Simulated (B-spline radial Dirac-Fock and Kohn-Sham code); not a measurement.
Anomalous scattering factors of Os, 651.2 eV to 3.227 keV

Method: the dispersion relation over Dirac-Hartree-Slater subshell photoionisation cross sections, with the Kissel-Pratt high-energy constant (isolated atom, no bound-bound lines or fine structure). Computed with a radial B-spline solver. The forward scattering factor is f₀ + f′ + i f″.

Input file task.json (cfg lists n, l and occupation; rrms is the nuclear radius in fm):

```json
{"items": [{
  "Z": 76,
  "q": 0,
  "cfg": [[1, 0, 2], [2, 0, 2], [2, 1, 6], [3, 0, 2], [3, 1, 6], [3, 2, 10], [4, 0, 2], [4, 1, 6], [4, 2, 10], [4, 3, 14], [5, 0, 2], [5, 1, 6], [5, 2, 6], [6, 0, 2]],
  "A": 192,
  "rrms": 5.4126,
  "do": "dispersion",
  "hv": [651.2, 684.7, 709.6, 1000.0, 1253.6, 1277.0, 1286.0, 1340.0, 1486.9, 1721.0, 2000.0, 2182.0, 2954.0, 2984.4, 3227.0, 4000.0, 4510.9, 4819.0, 5414.7, 5736.0, 5855.0, 6000.0, 6403.9, 6930.3, 8047.8, 9251.7, 10360.0, 12000.0, 13390.0, 15000.0, 15800.0, 17479.3, 20020.0, 20540.0, 22162.9, 23320.0, 24209.8, 26880.0, 30000.0, 32010.0, 39790.0, 40000.0, 40410.0, 59770.0],
  "edges": {"K": 73871.0, "L1": 12968.0, "L2": 12385.0, "L3": 10871.0, "M1": 3049.0, "M2": 2792.0, "M3": 2457.0, "M4": 2031.0, "M5": 1960.0, "N1": 658.2, "N2": 549.1, "N3": 470.7, "N4": 293.1, "N5": 278.5, "O1": 84.0}
}]}
```

Run with: `python xray2_run.py task.json out`

Edges near this range: M1 3049.0 eV, M2 2792.0 eV, M3 2457.0 eV, M4 2031.0 eV, M5 1960.0 eV, N1 658.2 eV, N2 549.1 eV, N3 470.7 eV.

| hν (eV) | λ (Å) | f′ (e) | f″ (e) | tabulated f′ | tabulated f″ |
| --- | --- | --- | --- | --- | --- |
| 651.2 | 19.04 | -33.975 | 24.470 | – | 22.07 |
| 684.7 | 18.11 | -32.605 | 24.288 | – | 21.87 |
| 709.6 | 17.47 | -31.759 | 23.751 | – | 21.53 |
| 1000 | 12.40 | -26.702 | 18.152 | -26.77 | 17.28 |
| 1253.6 | 9.890 | -25.775 | 14.639 | -25.89 | 13.21 |
| 1277 | 9.709 | -25.793 | 14.368 | -25.91 | 12.91 |
| 1286 | 9.641 | -25.803 | 14.265 | -25.92 | 12.80 |
| 1340 | 9.253 | -25.918 | 13.673 | -25.96 | 12.18 |
| 1486.9 | 8.338 | ? | ? | ? | ? |
| 1721 | 7.204 | -29.790 | 10.413 | -29.90 | 9.17 |
| 2000 | 6.199 | -47.925 | 21.862 | -44.22 | 24.92 |
| 2182 | 5.682 | -29.621 | 33.053 | -31.45 | 32.36 |
| 2954 | 4.197 | -12.655 | 26.613 | -13.09 | 26.36 |
| 2984.4 | 4.154 | -12.384 | 26.243 | -12.78 | 26.03 |
| 3227 | 3.842 | -9.569 | 24.663 | -9.79 | 24.26 |

Task: What are f′ and f″ at Al Kα (taken as 1486.9 eV)?

Result: f′ = -26.680 and f″ = 12.245 electrons (tables: -26.80 and 10.77). By the optical theorem f″ corresponds to a photoabsorption cross section 2 rₑ λ f″ = 575000 b.

Tabulated f′: xraylib 4.2 anomalous scattering factors (Cullen et al., EPDL97); f″: Chantler's tables (J. Phys. Chem. Ref. Data 1995 and 2000). Both are theoretical tables.
